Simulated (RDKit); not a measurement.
Job for RDKit: UFF on H4OS (a complex), monomers drawn apart or pushed together.

```python
from rdkit import Chem
from rdkit.Chem import AllChem, rdDetermineBonds

blocks = [
'''3

O     0.06629290    0.37067383   -0.00444938
H     0.92963070    0.60299616   -0.36283647
H    -0.20267787   -0.42895236   -0.46928015
''',
'''3

S    -0.04309860   -0.06936346    5.18098867
H    -0.06722538    0.10487973    3.84382789
H    -0.95407293    0.89338925    5.39260402
''',
]
mol = None
for b in blocks:
    f = Chem.MolFromXYZBlock(b)
    rdDetermineBonds.DetermineBonds(f, charge=0)
    mol = f if mol is None else Chem.CombineMols(mol, f)
Chem.SanitizeMol(mol)
print(Chem.MolToSmiles(Chem.RemoveHs(mol)))
ff = AllChem.UFFGetMoleculeForceField(mol, vdwThresh=100.0, ignoreInterfragInteractions=False)
e = ff.CalcEnergy()
print(f'UFF energy {e:.6f} kcal/mol')
```

Output:

```
O.S
UFF energy 2.511348 kcal/mol
```

The run finished.

Cost: about 0.04 core-seconds (a rough figure).
